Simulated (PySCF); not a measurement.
# Computed properties of InI, SMILES [In][I]

InI, SMILES [I][In] (connectivity only; charge and spin as stated), neutral, multiplicity 1. Geometry optimised at r2SCAN-D4/def2-TZVP. The def2 effective core potentials stand for the cores of I, In; spin–orbit coupling is left out. Other conformers were not sampled. All values are computed for the isolated molecule unless a solvent is named; none is compared with measurement here.

**Structure.** The optimised structure has C∞v symmetry. All 1 harmonic modes at r2SCAN-D4/def2-TZVP (PySCF) are real, so it is a minimum.

**Vibrations.** The strongest infrared lines (harmonic, unscaled, degenerate partners summed) lie at 176 cm⁻¹ (31 km/mol, In 52 %, I 48 %). The softest mode is at 176 cm⁻¹ and the zero-point energy is 0.3 kcal/mol.

**Electronic structure.** r2SCAN/def2-TZVPD (PySCF) places the frontier levels at -6.20 and -2.45 eV, a gap of 3.75 eV, and gives a dipole moment of 3.35 D and a mean polarisability of 84.2 bohr³.

**Excitations.** TDA-B3LYP/def2-TZVPD (PySCF) has S1 at 3.77 eV (329 nm, f = 0.082, bright); the most intense of the 10 singlets computed lies at 6.08 eV (f = 1.20). Strengths of degenerate partners are summed. T1 (TDA) is at 3.05 eV, 0.72 eV under S1. No vertical singlet excitation falls in the visible range (under 3.1 eV).
